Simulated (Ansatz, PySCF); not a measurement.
W(O)(S)(OH)(NH2) (H3NO2SW), SMILES [NH2][W](=[O])([OH])=[S], multiplicity 1. Atoms are numbered in the order given.

```xyz
8

W     -0.0069     0.2252     0.0323
O      1.1239     1.1381     0.9382
S      0.6166    -1.8290    -0.1898
O     -0.2292     1.0377    -1.6671
H     -0.3035     0.5896    -2.5200
N     -1.6697     0.2402     1.0359
H     -1.8829     0.9378     1.7468
H     -2.3647    -0.5035     1.0272
```

The structure is a stationary point at B3LYP-D3(BJ)/def2-SVP. The multiplicity is an assumed one; no other spin state was optimised. The structure was generated by enumeration; whether it is a known compound was not checked. The def2 effective core potentials stand for the cores of W; spin–orbit coupling is left out. Other conformers were not sampled.

Two levels are set side by side: PBE-D3(BJ)/def2-SVP (Ansatz, a first-principles code) and B3LYP-D3(BJ)/def2-SVP (Ansatz). Each level has its own optimised geometry; the coordinates shown are those of the second. Frequencies come from the Hessian of PySCF at each geometry. Differences are taken from unrounded values.

```json
[
 {"quantity": "mean bond length (Å)", "B3LYP-D3(BJ)": "1.530"},
 {"quantity": "bond W1–O2 (Å)", "B3LYP-D3(BJ)": "1.713"},
 {"quantity": "bond W1–S3 (Å)", "B3LYP-D3(BJ)": "2.158"},
 {"quantity": "bond W1–O4 (Å)", "B3LYP-D3(BJ)": "1.897"},
 {"quantity": "bond W1–N6 (Å)", "B3LYP-D3(BJ)": "1.942"},
 {"quantity": "bond O4–H5 (Å)", "B3LYP-D3(BJ)": "0.966"},
 {"quantity": "bond N6–H7 (Å)", "B3LYP-D3(BJ)": "1.019"},
 {"quantity": "bond N6–H8 (Å)", "B3LYP-D3(BJ)": "1.018"},
 {"quantity": "highest harmonic wavenumber (cm⁻¹)", "B3LYP-D3(BJ)": "3856"},
 {"quantity": "mean harmonic wavenumber (cm⁻¹)", "B3LYP-D3(BJ)": "1047"},
 {"quantity": "zero-point energy (kcal/mol)", "B3LYP-D3(BJ)": "26.95"}
]
```

Q: What does PBE-D3(BJ) give, and how far is it from B3LYP-D3(BJ)? (Estimate from the structure and the level; the computed values follow.)

A: 
| quantity | PBE-D3(BJ) | PBE-D3(BJ) minus B3LYP-D3(BJ) |
|---|---|---|
| mean bond length (Å) | 1.538 | 0.007 |
| bond W1–O2 (Å) | 1.723 | 0.011 |
| bond W1–S3 (Å) | 2.166 | 0.008 |
| bond W1–O4 (Å) | 1.905 | 0.008 |
| bond W1–N6 (Å) | 1.944 | 0.002 |
| bond O4–H5 (Å) | 0.975 | 0.009 |
| bond N6–H7 (Å) | 1.025 | 0.007 |
| bond N6–H8 (Å) | 1.025 | 0.007 |
| highest harmonic wavenumber (cm⁻¹) | 3745 | -112 |
| mean harmonic wavenumber (cm⁻¹) | 1022 | -25 |
| zero-point energy (kcal/mol) | 26.29 | -0.65 |

GGA bonds tend to be longer and softer than those of functionals with exact exchange. Differences between two approximate levels are no errors against the true value.
